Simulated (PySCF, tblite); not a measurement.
Isomers of C7H7ClN (doublet state), one GFN2-xTB conformer each. Single-point energies are computed at B3LYP/pcH-1 (PySCF, gas phase, no added dispersion term), electronic only. GFN2-xTB treats the open shell by occupation alone, and not every SCF solution was tested for stability.

```
                   SMILES  GFN2-xTB relative energy (kcal/mol)
       N#CC/C=C/[C]=C\CCl                                 25.1
[H]/[C]=C(\C#N)C1(Cl)CCC1                                 32.2
      N#C[CH]/C=C/C=C/CCl                                  1.6
    C[CH]/C=C/C(C#N)=C/Cl                                  0.0
       N#CC/[C]=C\C=C\CCl                                 37.6
```

Conformers: `[N:1]#[C:2][CH2:3]/[CH:4]=[CH:5]/[C:6]=[CH:7]\[CH2:8][Cl:9]` (doublet state) with C2–C3–C4–C5 -96°, C6–C7–C8–Cl9 111°; `[H]/[C:1]=[C:2](\[C:3]#[N:4])[C:5]1([Cl:6])[CH2:7][CH2:8][CH2:9]1` (doublet state) with C1–C2–C5–Cl6 -113°, C2–C5–C7–C8 -106°, C5–C7–C8–C9 -11°, C7–C8–C9–C5 11°, C2–C5–C9–C8 106°; `[N:1]#[C:2][CH:3]/[CH:4]=[CH:5]/[CH:6]=[CH:7]/[CH2:8][Cl:9]` (doublet state) with C2–C3–C4–C5 180°, C4–C5–C6–C7 179°, C6–C7–C8–Cl9 -107°; `[CH3:1][CH:2]/[CH:3]=[CH:4]/[C:5]([C:6]#[N:7])=[CH:8]/[Cl:9]` (doublet state) with C1–C2–C3–C4 180°, C3–C4–C5–C6 -1°; `[N:1]#[C:2][CH2:3]/[C:4]=[CH:5]\[CH:6]=[CH:7]\[CH2:8][Cl:9]` (doublet state) with C2–C3–C4–C5 -12°, C4–C5–C6–C7 179°, C6–C7–C8–Cl9 -115°.

Task: What does B3LYP/pcH-1 give for the same structures?

Result: 
| SMILES | B3LYP/pcH-1 E (Eh) | B3LYP/pcH-1 (kcal/mol) | GFN2-xTB (kcal/mol) | point group |
| --- | --- | --- | --- | --- |
| N#C[CH]/C=C/C=C/CCl | -785.86848 | 0.0 | 1.6 | C1 |
| C[CH]/C=C/C(C#N)=C/Cl | -785.85905 | 5.9 | 0.0 | Cs |
| N#CC/C=C/[C]=C\CCl | -785.82158 | 29.4 | 25.1 | C1 |
| N#CC/[C]=C\C=C\CCl | -785.80470 | 40.0 | 37.6 | C1 |
| [H]/[C]=C(\C#N)C1(Cl)CCC1 | -785.78353 | 53.3 | 32.2 | C1 |

GFN2-xTB puts C[CH]/C=C/C(C#N)=C/Cl lowest instead; measured from each level's own lowest isomer, the values differ by up to 21.1 kcal/mol ([H]/[C]=C(\C#N)C1(Cl)CCC1: 32.2 against 53.3). As drawn, the highest has a four-membered ring, which the lowest lacks.

Task: What happens when harmonic zero-point energies from GFN2-xTB frequencies are added?

Result: 
| SMILES | ZPE (kcal/mol) | electronic (kcal/mol) | with ZPE (kcal/mol) |
| --- | --- | --- | --- |
| N#C[CH]/C=C/C=C/CCl | 72.5 | 0.0 | 0.0 |
| C[CH]/C=C/C(C#N)=C/Cl | 72.3 | 5.9 | 5.7 |
| N#CC/C=C/[C]=C\CCl | 71.9 | 29.4 | 28.8 |
| N#CC/[C]=C\C=C\CCl | 72.1 | 40.0 | 39.6 |
| [H]/[C]=C(\C#N)C1(Cl)CCC1 | 73.4 | 53.3 | 54.2 |

The zero-point energies span 1.5 kcal/mol. The order is unchanged.
